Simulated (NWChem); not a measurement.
System: Cd

NWChem input:

```
start job
memory heap 200 mb stack 900 mb global 1100 mb
geometry units angstroms noautosym nocenter noautoz
  Cd     0.000000     0.000000     0.000000
end
basis spherical
  * library def2-tzvp
end
ecp
  Cd library def2-ecp
end
dft
  xc pbe0
  iterations 150
end
property
  response 1 0.0
end
task dft property
```

Excerpt of the output:

```
             Northwest Computational Chemistry Package (NWChem) 7.3.0
             --------------------------------------------------------

                             Geometry "geometry" -> ""
                             -------------------------

 Output coordinates in angstroms (scale by  1.889725989 to convert to a.u.)

  No.       Tag          Charge          X              Y              Z
 ---- ---------------- ---------- -------------- -------------- --------------
    1 Cd                  48.0000     0.00000000     0.00000000     0.00000000

 Effective nuclear repulsion energy (a.u.)       0.0000000000

                                 NWChem DFT Module
                                 -----------------

 Summary of "ao basis" -> "ao basis" (spherical)
 ------------------------------------------------------------------------------
       Tag                 Description            Shells   Functions and Types
 ---------------- ------------------------------  ------  ---------------------
 Cd                        def2-tzvp                14       40   6s4p3d1f

            General Information
            -------------------
          SCF calculation type: DFT
          Wavefunction type:  closed shell.
          No. of atoms     :     1
          No. of electrons :    20
           Alpha electrons :    10
            Beta electrons :    10
          Charge           :     0
          Spin multiplicity:     1
          Use of symmetry is: off; symmetry adaption is: off
          Maximum number of iterations: 150
          AO basis - number of functions:    40
                     number of shells:    14
          Convergence on energy requested:  1.00D-06
          Convergence on density requested:  1.00D-05
          Convergence on gradient requested:  5.00D-04

              XC Information
              --------------
                         PBE0 Method XC Functional
                     Hartree-Fock (Exact) Exchange  0.250
          PerdewBurkeErnzerhof Exchange Functional  0.750
            Perdew 1991 LDA Correlation Functional  1.000 local
           PerdewBurkeErnz. Correlation Functional  1.000 non-local

             Grid Information
             ----------------
          Grid used for XC integration:  medium
          Radial quadrature: Mura-Knowles
          Angular quadrature: Lebedev.
          Tag              B.-S. Rad. Rad. Pts. Rad. Cut. Ang. Pts.
          ---              ---------- --------- --------- ---------
          Cd                  1.55      123           7.0       590
          Grid pruning is: on
          Number of quadrature shells:   123
          Spatial weights used:  Erf1

      Superposition of Atomic Density Guess
      -------------------------------------

 Sum of atomic energies:        -191.91489633

      Non-variational initial energy
      ------------------------------

 Total energy =    -166.883923
 1-e energy   =    -297.381202
 2-e energy   =     130.497279
 HOMO         =      -0.281039
 LUMO         =       0.057069

   convergence    iter        energy       DeltaE   RMS-Dens  Diis-err
 ---------------- ----- ----------------- --------- --------- ---------
 d= 0,ls=0.0,diis     1   -167.7658656238 -1.68D+02  1.28D-02  4.74D-02
 d= 0,ls=0.0,diis     2   -167.7740693198 -8.20D-03  3.22D-03  1.27D-02
 d= 0,ls=0.0,diis     3   -167.7744620545 -3.93D-04  6.64D-04  5.14D-03
 d= 0,ls=0.0,diis     4   -167.7747885545 -3.26D-04  8.53D-05  6.68D-06
 d= 0,ls=0.0,diis     5   -167.7747890082 -4.54D-07  1.96D-06  2.13D-08

         Total DFT energy =     -167.774789008184
      One electron energy =     -297.365374536390
           Coulomb energy =      145.006799840877
    Exchange-Corr. energy =      -15.416214312671
 Nuclear repulsion energy =        0.000000000000

 Numeric. integr. density =       20.000000007102

                       DFT Final Molecular Orbital Analysis
                       ------------------------------------

 Vector    8  Occ=2.000000D+00  E=-5.050238D-01
              MO Center= -1.4D-14, -2.3D-14, -1.8D-14, r^2= 5.6D-01
   Bfn.  Coefficient  Atom+Function         Bfn.  Coefficient  Atom+Function
  ----- ------------  ---------------      ----- ------------  ---------------
    21      0.397479  1 Cd d  0              20     -0.291839  1 Cd d -1
    22      0.290681  1 Cd d  1              19     -0.270460  1 Cd d -2
    26      0.225355  1 Cd d  0              25     -0.165461  1 Cd d -1
    27      0.164804  1 Cd d  1              24     -0.153340  1 Cd d -2
    23      0.140394  1 Cd d  2              31      0.100196  1 Cd d  0

 Vector    9  Occ=2.000000D+00  E=-5.050238D-01
              MO Center=  6.8D-15, -1.8D-15, -1.4D-16, r^2= 5.6D-01
   Bfn.  Coefficient  Atom+Function         Bfn.  Coefficient  Atom+Function
  ----- ------------  ---------------      ----- ------------  ---------------
    19      0.580357  1 Cd d -2              24      0.329039  1 Cd d -2
    21      0.176098  1 Cd d  0              23      0.168118  1 Cd d  2
    29      0.146296  1 Cd d -2              22      0.128100  1 Cd d  1
    26      0.099841  1 Cd d  0              28      0.095316  1 Cd d  2
    20     -0.089532  1 Cd d -1              27      0.072628  1 Cd d  1

 Vector   10  Occ=2.000000D+00  E=-2.343330D-01
              MO Center=  1.4D-13, -9.9D-14, -6.6D-14, r^2= 2.8D+00
   Bfn.  Coefficient  Atom+Function         Bfn.  Coefficient  Atom+Function
  ----- ------------  ---------------      ----- ------------  ---------------
     5      0.745066  1 Cd s                  3     -0.433467  1 Cd s
     6      0.432664  1 Cd s                  2      0.244004  1 Cd s
     4     -0.226548  1 Cd s                  1     -0.063730  1 Cd s

 Vector   11  Occ=0.000000D+00  E=-1.628972D-02
              MO Center=  2.1D-14, -1.2D-14,  1.9D-14, r^2= 5.6D+00
   Bfn.  Coefficient  Atom+Function         Bfn.  Coefficient  Atom+Function
  ----- ------------  ---------------      ----- ------------  ---------------
    18      0.800963  1 Cd pz                15      0.262815  1 Cd pz
     9     -0.191524  1 Cd pz                16      0.130355  1 Cd px
    13      0.042773  1 Cd px                17     -0.039193  1 Cd py
     7     -0.031170  1 Cd px

 Vector   12  Occ=0.000000D+00  E=-1.628972D-02
              MO Center=  9.7D-15,  8.7D-14, -3.9D-14, r^2= 5.6D+00
   Bfn.  Coefficient  Atom+Function         Bfn.  Coefficient  Atom+Function
  ----- ------------  ---------------      ----- ------------  ---------------
    17      0.717777  1 Cd py                16      0.379678  1 Cd px
    14      0.235520  1 Cd py                 8     -0.171633  1 Cd py
    13      0.124582  1 Cd px                 7     -0.090788  1 Cd px
    18     -0.026669  1 Cd pz

 Vector   13  Occ=0.000000D+00  E=-1.628972D-02
              MO Center= -1.1D-13,  5.8D-14,  1.4D-14, r^2= 5.6D+00
   Bfn.  Coefficient  Atom+Function         Bfn.  Coefficient  Atom+Function
  ----- ------------  ---------------      ----- ------------  ---------------
    16      0.706344  1 Cd px                17     -0.378591  1 Cd py
    13      0.231769  1 Cd px                 7     -0.168899  1 Cd px
    18     -0.133482  1 Cd pz                14     -0.124225  1 Cd py
     8      0.090528  1 Cd py                15     -0.043799  1 Cd pz
     9      0.031918  1 Cd pz

 *** CALLING NEW AORESP DRIVER FOR CLOSED AND OPEN SHELLS ***
 Entering AOResponse driver routine

--------------------------------------------------------------------------------

          -----------------------------------------------
          Solving response equations for perturbing field
          -----------------------------------------------

 number of frequencies:     1
 frequency in a.u.:  0.0000000E+00
 Perturbing field: electric
 Using El. Dipole Length Gauge

 Setting up CPKS with frequency omega =      0.00000000 a.u.

 STATIC response

                                NWChem CPHF Module
                                ------------------

  scftype          =     RHF
  nclosed          =       10
  nopen            =        0
  variables        =      300
  # of vectors     =        3
  tolerance        = 0.10D-03
  level shift      = 0.00D+00
  max iterations   =       50
  max subspace     =       30

 SCF residual:    2.0802803591251587E-006

Iterative solution of linear equations
  No. of variables      300
  No. of equations        3
  Maximum subspace       30
        Iterations       50
       Convergence  1.0D-04

   iter   nsub   residual    time
   ----  ------  --------  ---------
     1      3    4.82D+00       1.9
     2      6    2.16D+00       2.4
     3      9    4.61D-01       2.8
     4     12    1.87D-02       3.2
     5     15    7.69D-04       3.8
     6     18    2.96D-05       4.3

 Electric Dipole Response Matrix (nonzero elements):

              1        2        3
    1   48.3885  -0.0000   0.0000
    2   -0.0000  48.3885  -0.0000
    3   -0.0000  -0.0000  48.3885

 ------------------------------------------
 average:        48.38855 + I       0.00000

 DFT Linear Response polarizability / au
 Frequency  =       0.0000000 / au
              X              Y              Z
 -----------------------------------------------
 X      48.3885494     -0.0000000      0.0000000
 Y      -0.0000000     48.3885494     -0.0000000
 Z      -0.0000000     -0.0000000     48.3885494
 -----------------------------------------------
 Eigenvalues =      48.3885494     48.3885494     48.3885494
 Isotropic   =      48.3885494
 Anisotropic =       0.0000000
 -----------------------------------------------

 Magnetic Dipole Response Matrix (nonzero elements):

 Exiting AOResponse driver routine
```

Level: PBE0/def2-TZVP with def2 effective core potentials on Cd. def2 effective core potentials on Cd; no spin-orbit coupling.
